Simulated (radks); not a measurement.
Problem. All-electron atom: Ga3+ in [Ar] 3d10. Method: Dirac Kohn-Sham, PBE, spin-unpolarised, spherical densities, finite nucleus; Fermi nuclear charge, rms radius 3.9973 fm; computed with a radial shooting solver on a logarithmic mesh with Libxc functionals.

Spin-orbit splittings of the eigenvalues, e(l+1/2) - e(l-1/2), with zeta = 2 splitting/(2l+1) and mean radii in bohr:

shell  occ.  splitting (eV)  zeta (eV)  <r> j=l-1/2  <r> j=l+1/2
2p        6               ?          ?       0.1883       0.1918
3p        6           3.622      2.415       0.6715       0.6822
3d       10          0.4709     0.1884       0.7842       0.7895

Estimate the 2p splitting.

Solution. 27.66 eV (zeta = 18.44 eV).
